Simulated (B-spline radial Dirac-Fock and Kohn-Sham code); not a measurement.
Elastic and transport cross sections of cesium for electrons

Model: relativistic (Dirac) partial waves in the static field of the Dirac-Fock atom with Furness-McCarthy exchange, without polarisation or absorption potentials. Program: an atomic code on a B-spline grid. Below a few hundred eV the neglected polarisation potential matters, most of all at small angles. σ_tr1 and σ_tr2 weight the cross section with 1 − P₁ and 1 − P₂ of cos θ; "backward" is the share scattered beyond 90°.

```tsv
energy (eV)	σ (a₀²)	σ_tr1 (a₀²)	σ_tr2 (a₀²)	σ/σ_tr1	backward (%)
238	23.9	6.77	8.21	3.53	11
300	22.1	6.11	6.81	3.61	11
307	21.9	6.03	6.66	3.63	11
465	18.4	4.58	4.34	4.02	11
500	?	?	?	?	?
708	15.1	3.16	2.84	4.77	9.5
1000	12.7	2.21	2.07	5.73	7.4
1040	12.4	2.12	2.00	5.87	7.2
1500	10.2	1.38	1.45	7.40	5.2
1520	10.2	1.36	1.44	7.47	5.1
2000	8.77	0.967	1.12	9.06	4.0
```

Question: Fill in the row for 500 eV.

Answer: σ = 17.8 a₀², σ_tr1 = 4.32 a₀², σ_tr2 = 4.02 a₀², σ/σ_tr1 = 4.13, backward 11 %. The ratio σ/σ_tr1 is roughly the number of elastic collisions that randomise the direction.

Values without a named source are computed, but for edge energies of neutral atoms, which are taken from tables.
